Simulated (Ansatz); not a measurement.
Two members of one family (Series GaCl2X), computed with Ansatz in the gas phase; def2 core potentials for I, no spin–orbit coupling. The two geometries come from different levels. Binding counts from free atoms in the multiplicity of their measured ground term, without zero-point energy. The structures are stationary points that may keep the symmetry of their start.

First: GaCl2I (singlet, charge 0, PBE0-D4/def2-SVP geometry).

```xyz
4

Ga   -0.0158   -0.0059   -0.0615
Cl   -1.7450   -1.0933   -0.6585
Cl    1.1708    0.8874   -1.5865
I     0.5900    0.2118    2.3065
```

| level | HOMO (eV) | LUMO (eV) | gap (eV) | binding per atom (eV) |
| --- | --- | --- | --- | --- |
| PBE-D4/def2-SVP | -7.00 | -2.98 | 4.01 | 2.66 |
| revPBE-D4/def2-TZVP | -7.06 | -2.99 | 4.07 | 2.54 |
| BLYP-D4/def2-TZVP | -6.92 | -3.05 | 3.88 | 2.47 |
| PBE0-D4/def2-TZVP | -8.29 | -2.24 | 6.05 | 2.62 |
| ωB97X-V/def2-TZVP | -10.56 | -0.18 | 10.38 | 2.62 |

Second: GaCl2F (singlet, charge 0, r2SCAN-D4/def2-SVP geometry).

```tsv
atom	x (Å)	y (Å)	z (Å)
Ga1	0.057	0.039	-0.011
Cl2	-0.260	-1.650	-1.243
Cl3	-1.268	0.603	1.537
F4	1.471	1.008	-0.284
```

**Question.** Estimate how these quantities change from the first to the second (second minus first).

**Answer.** 
| level | Δ HOMO (eV) | Δ LUMO (eV) | Δ gap (eV) | Δ binding per atom (eV) |
| --- | --- | --- | --- | --- |
| PBE-D4/def2-SVP | -1.06 | 0.10 | 1.16 | 0.54 |
| revPBE-D4/def2-TZVP | -1.13 | 0.08 | 1.21 | 0.51 |
| BLYP-D4/def2-TZVP | -1.16 | 0.02 | 1.18 | 0.55 |
| PBE0-D4/def2-TZVP | -1.43 | 0.15 | 1.58 | 0.48 |
| ωB97X-V/def2-TZVP | -1.60 | 0.25 | 1.85 | 0.53 |
